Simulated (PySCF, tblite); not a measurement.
Isomers of C7H12Si, one GFN2-xTB conformer each. Single-point energies are computed at PBE0/pcSseg-1 (PySCF, gas phase, no added dispersion term), electronic only.

```csv
SMILES,GFN2-xTB relative energy (kcal/mol)
C=C[C@H](C)C1=C[SiH2]C1,20.6
C#C[C@](C)(C=C)[SiH2]C,34.8
CC(C)C1=C[SiH2]C=C1,0.0
```

Conformers: `[CH2:1]=[CH:2][C@H:3]([CH3:4])[C:5]1=[CH:6][SiH2:7][CH2:8]1` with C1–C2–C3–C4 -129°, C2–C3–C5–C6 111°; `[CH:1]#[C:2][C@:3]([CH3:4])([CH:5]=[CH2:6])[SiH2:7][CH3:8]` with C2–C3–C5–C6 -19°, C2–C3–Si7–C8 -61°; `[CH3:1][CH:2]([CH3:3])[C:4]1=[CH:5][SiH2:6][CH:7]=[CH:8]1` with C1–C2–C4–C5 118°.

What does PBE0/pcSseg-1 give for the same structures?

```tsv
SMILES	PBE0/pcSseg-1 E (Eh)	PBE0/pcSseg-1 (kcal/mol)	GFN2-xTB (kcal/mol)	point group
CC(C)C1=C[SiH2]C=C1	-562.92154	0.0	0.0	Cs
C=C[C@H](C)C1=C[SiH2]C1	-562.89031	19.6	20.6	C1
C#C[C@](C)(C=C)[SiH2]C	-562.86381	36.2	34.8	C1
```

Both levels put the same isomer lowest; measured from each level's own lowest isomer, the values differ by up to 1.4 kcal/mol (C#C[C@](C)(C=C)[SiH2]C: 34.8 against 36.2). As drawn, the highest has a C≡C bond, which the lowest lacks.

Which frontier levels, dipoles and rotational constants go with these structures?

| SMILES | HOMO (eV, PBE0/pcSseg-1) | LUMO (eV) | dipole (D) | A, B, C (MHz) |
| --- | --- | --- | --- | --- |
| CC(C)C1=C[SiH2]C=C1 | -6.51 | -1.31 | 0.69 | 3654, 1013, 966.4 |
| C=C[C@H](C)C1=C[SiH2]C1 | -7.25 | -0.25 | 0.49 | 3074, 1060, 855.7 |
| C#C[C@](C)(C=C)[SiH2]C | -6.98 | 0.15 | 0.80 | 2102, 1326, 1144 |

What happens when harmonic zero-point energies from GFN2-xTB frequencies are added?

```csv
SMILES,ZPE (kcal/mol),electronic (kcal/mol),with ZPE (kcal/mol)
CC(C)C1=C[SiH2]C=C1,102.4,0.0,0.0
C=C[C@H](C)C1=C[SiH2]C1,101.4,19.6,18.6
C#C[C@](C)(C=C)[SiH2]C,99.1,36.2,33.0
```

The zero-point energies span 3.3 kcal/mol. The order is unchanged.
